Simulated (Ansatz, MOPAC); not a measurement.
The molecule BeCd, closed-shell singlet (lowest of 2S+1 = 1, 3 at CCSD(T)/def2-TZVPP on PBE0 minima; our sources give no spin for the ground state, which may be another). No spin–orbit coupling.

Seven points along R, fitted to fifth degree in 1/R; most abundant isotopes. Runs in def2 and cc sets follow the lowest solution found near the PBE0 minimum. The singlet is held restricted.

The state that PM6 reach isn't checked.

Run with Ansatz (an electronic-structure program); MOPAC for PM6 (differences of heats of formation). Values without a source in brackets are computed. In def2 rows elements past Kr take small-core potentials, without spin–orbit coupling.

Task: What bond length and harmonic frequency does PM6 give?

Result: r_e = 2.935 Å, ω_e = 286 cm⁻¹.

Task: What bond length and harmonic frequency does PBE/def2-TZVPP give?

Result: r_e = 2.903 Å, ω_e = 157 cm⁻¹.

Task: What bond length and harmonic frequency does PBE0/def2-TZVPP give?

Result: r_e = 3.020 Å, ω_e = 129 cm⁻¹.
